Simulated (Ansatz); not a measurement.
Job for Ansatz (a first-principles code): R-CCSD(T)/cc-pV(T+d)Z on H2 (SMILES [H][H]). The basis file is the Basis Set Exchange's JSON of that set.

Ansatz 0.2 input:
```yaml
crystal:
  periodic: [false, false, false]
  atoms:
    - {symbol: H, position_ang: [0.00000000, -0.00000000, 0.38043305]}
    - {symbol: H, position_ang: [-0.00000000, 0.00000000, -0.38043305]}
basis:
  gaussian:
    orbitals: cc-pV_T+d_Z.json
magnetization: {spin_polarized: false}
correlation: {method: ccsd_t, electrons: outside_noble_gas}
scf: {lower_state_search: off}
```

Task: What total energy does the run end on?

Result: -1.1721 hartree (reference determinant -1.1325, T1 diagnostic 0.006).
